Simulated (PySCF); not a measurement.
## SrH⁺: one state, many levels of theory

State: ¹Σ⁺ (singlet), closed shell. Set-up: PySCF, scalar-relativistic core potentials, basis sets Sr def2-TZVP with ECP28, H def2-TZVP. De refers to Sr⁺ + H in their ground configurations, without counterpoise correction. A positive dipole points towards H; it is taken about the centre of mass and depends on that origin.

```tsv
Level	Re (Å)	ωe (cm⁻¹)	De (eV)	μ (D)	CPU s a point (SCF and correlation, without the integrals)
RHF	2.071	1403	1.16	-6.17	0.046
RHF-MP2	2.047	1402	1.52	n/a	0.067
RHF-SCS-MP2	2.050	1397	1.68	n/a	n/a
RHF-CCSD	2.063	1343	1.73	n/a	n/a
RHF-CCSD(T)	2.065	1333	1.75	n/a	0.51
LDA	2.027	1389	2.40	-4.30	0.27
PBE	2.033	1379	2.16	-4.48	0.45
r²SCAN	2.024	1423	2.23	-5.00	0.57
B3LYP	2.035	1401	2.17	-4.84	0.49
PBE0	2.025	1415	2.11	-4.94	0.68
r²SCAN0	2.022	1437	2.15	-5.23	0.58
```

The bond length runs from 2.022 Å (r²SCAN0) to 2.071 Å (RHF). De spans 1.16 eV (RHF, mean field) to 2.40 eV (LDA, local density). Correlation at CCSD(T) changes the Hartree–Fock bond energy by +0.59 eV; the triples alone change it by +0.02 eV.

Correlated steps freeze no core orbitals. For an ion De counts to the pair picked by the measured ionisation energies or electron affinities, which need not be the lowest pair at this level. Where the molecule has an RHF reference, its open-shell atoms are computed with UHF. The CCSD T1 diagnostic is raised, a sign that a single reference may not be enough here.

The whole job (state search and all levels along the bond) took about 0.92 min on 1 thread of Intel Xeon Platinum 8488C (shared host), peak memory 0.46 GiB.
